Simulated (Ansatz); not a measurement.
Consider the ligand exchange at the Si–S bond: `[SiH3]SS[SiH3]` + `[OH][Ga]([OH])[Br]` → `[OH][Ga]([Br])[O][SiH3]` + `[SiH3]SS`.

Computed with Ansatz on PBE0-D4/def2-TZVP structures; ΔE is electronic, products minus reactants. CCSD(T)/CBS is the MP2 limit (def2-TZVPP, def2-QZVPP) plus CCSD(T) − MP2 in def2-TZVPP, frozen cores. DFT in def2-TZVPP. B3LYP here is the variant with VWN-RPA as its local correlation; programs differ in this. For Br, Ga outer-core shells are correlated without core-valence functions, which leaves a few kJ/mol of doubt a bond. Scalar relativity is left out up to krypton. One conformer a species, not always the lowest.

`[SiH3]SS[SiH3]`:

```xyz
10

Si   -1.517    0.287    1.336
S    -1.209    0.959   -0.676
S     0.816    1.396   -0.469
Si    1.546   -0.459   -1.252
H    -1.217    1.382    2.289
H    -0.652   -0.883    1.622
H    -2.952   -0.094    1.416
H     1.063   -1.590   -0.422
H     3.028   -0.365   -1.191
H     1.093   -0.633   -2.653
```

`[OH][Ga]([OH])[Br]`:

```xyz
6

O    -0.673    1.352   -0.071
Ga    0.281   -0.135    0.080
O    -0.464   -1.678   -0.356
Br    2.423   -0.110    0.815
H    -0.195    2.145    0.185
H    -1.372   -1.574   -0.654
```

`[OH][Ga]([Br])[O][SiH3]`:

```xyz
9

O    -0.221   -2.951   -0.171
Ga   -0.164   -1.338    0.546
Br   -0.366   -1.082    2.778
O     0.052    0.054   -0.519
Si    0.177    1.684   -0.397
H    -0.124   -2.929   -1.127
H    -0.425    2.291   -1.611
H    -0.535    2.189    0.808
H     1.607    2.082   -0.309
```

`[SiH3]SS`:

```xyz
7

Si    0.248    0.979    0.051
S     0.327   -0.827    1.202
S    -1.076   -1.885    0.117
H    -1.130    1.526    0.049
H     0.685    0.712   -1.342
H     1.185    1.927    0.710
H    -0.240   -2.432   -0.786
```

Task: Is it downhill or uphill in electronic energy at CCSD(T)/CBS, and by how much? (An estimate is asked.)

Result: The calculation gave: Downhill: ΔE = -0.39 eV.

Task: What do these levels give: r2SCAN-D4, B3LYP-D4, B2PLYP, PBE0, CCSD(T)/def2-TZVPP, HF/def2-QZVPP? (Estimate.)

Result: Ansatz gave: r2SCAN-D4 -0.36, B3LYP-D4 -0.41, B2PLYP -0.45, PBE0 -0.31, CCSD(T)/def2-TZVPP -0.44, HF/def2-QZVPP -0.69 eV.

Largest T1 diagnostic among the species: 0.012.

In def2-TZVPP, CCSD(T) changes the Hartree–Fock value by +0.24 eV (the triples alone add +0.05 eV) and MP2 by +0.28 eV. From PBE to PBE0 (25 % exact exchange), in def2-TZVPP and without D4, ΔE moves by −0.07 eV. The D4 term adds +0.05 eV with B3LYP and +0.03 eV with PBE0; it sums over pairs of atoms, weighted by their polarisabilities, and B3LYP, whose exchange is more repulsive, gets the larger term.
